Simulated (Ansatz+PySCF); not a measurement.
A calculation with PySCF 2.14.0.

```python
from pyscf import gto, scf

mol = gto.M(atom="""
Cu 0.000000 0.000000 -0.045270
H 0.000000 0.000000 1.312760
""", basis='def2-svp', charge=0, spin=0)
mf = scf.RHF(mol)
mf.init_guess = 'huckel'
mf.kernel()
while True:  # follow internal instabilities
    mo, _, stable, _ = mf.stability(return_status=True)
    if stable: break
    mf.kernel(mf.make_rdm1(mo, mf.mo_occ))
print(mf.converged, mf.e_tot, mf.spin_square()[0])
```

The script is written out from the run's settings.

The run gave:

```json
{
  "Converged": "yes",
  "Total energy": "-1639.22796 hartree",
  "Spin squared of the determinant": "0.000"
}
```
